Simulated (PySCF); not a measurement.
hydrogen bromide (BrH), SMILES Br.

Coordinates come from a PBE-D3(BJ)/def2-TZVPD optimisation.

The numbers are results of SMD-B3LYP/def2-SVP in PySCF, not measurements.

Solvation free energies are E(SMD) − E(gas) at the gas-phase geometry, for 1 M in both phases. Bromine has the revised SMD18 radius of 2.60 Å. In vacuum the dipole moment is 1.01 D.

Question: Rank water, ethanol, chloroform by solvation free energy, most negative first.

Answer: ethanol (-3.7 kcal/mol), chloroform (-3.4 kcal/mol), water (-1.7 kcal/mol)
